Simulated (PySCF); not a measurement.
Molecular orbitals of Be₂⁺

BHandHLYP at R = 2.228 Å; Be aug-cc-pVDZ; no relativity (PySCF 2.14). State: ²Σu⁺ (doublet), unpaired electrons σ ↑. Only the outer orbitals are listed.

```
spin  orbital  occ.  ε (eV)  main shells (%)
   α       σg     1  -15.89             92 s
   α       σu     1  -12.39            134 s
   α       σg     0   -7.72       90 p, 10 s
   α       πu     0   -7.22             98 p
   α       πu     0   -7.22             98 p
   β       σg     1  -15.80       74 s, 25 p
   β       σu     0   -7.92            109 s
   β       πu     0   -6.88             96 p
   β       πu     0   -6.88             96 p
```

Q: Which are the highest filled and the lowest empty level, where do they sit, and how wide is the gap?

A: Highest filled α σu at -12.39 eV (in %: 134 s); lowest empty β σu at -7.92 eV (in %: 109 s); the gap at BHandHLYP is 4.47 eV.

```json
{"bond order (Mayer)": "0.20", "⟨S²⟩": "0.806"}
```

Shares are Mulliken populations and can fall outside 0 to 100 %.

The state is the lowest determinant that a PBE0 search found; another state may lie lower at other levels.
